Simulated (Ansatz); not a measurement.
Question: Name a neutral molecule of Al, F, O, Si and H with zero-point energy (PBE0-D4/def2-TZVP) between 115 and 131 kJ/mol and HOMO energy (B3LYP/def2-TZVPP) between -10.40 and -10.10 eV (Ansatz, PBE0-D4/def2-TZVP geometry).

Answer: `[F][Al-]([F])([F])[OH+][SiH3]` (128.5 kJ/mol, -10.13 eV). Other molecules can fit too; these were computed, each in one conformer that needn't be the lowest.

B3LYP here is the variant with VWN-RPA as its local correlation; programs differ in this.
